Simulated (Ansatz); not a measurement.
Basis-set extrapolation for CH₆B₂O, SMILES `BB(C)O` (PBE0-D4/def2-TZVP geometry, frozen core, Ansatz). Multiplicity 1, RHF reference.

```json
{"": "HF", "def2-TZVPP": "-165.680891", "def2-QZVPP": "-165.688899"}
{"": "MP2 correlation", "def2-TZVPP": "-0.614962", "def2-QZVPP": "-0.658352"}
{"": "CCSD(T) correlation", "def2-TZVPP": "-0.678634", "def2-QZVPP": "not run"}
```

Energies in hartree. Use E(X) = E(∞) + A·exp(−7.88·√X) for Hartree–Fock and E(X) = E(∞) + B·X^(−2.97) for correlation, with X = 3 and 4, and add CCSD(T) minus MP2 of the smaller set to the MP2 limit.

What is the CCSD(T) energy at the basis-set limit?

HF limit: -165.688899 + (-0.008008) × 0.13774 = -165.69000. MP2 limit: -0.658352 + (-0.043390) × 0.74074 = -0.69049. Higher-order term: -0.678634 − (-0.614962) = -0.06367. Total: -166.44416 hartree, 222.2 kJ/mol below CCSD(T)/def2-TZVPP.
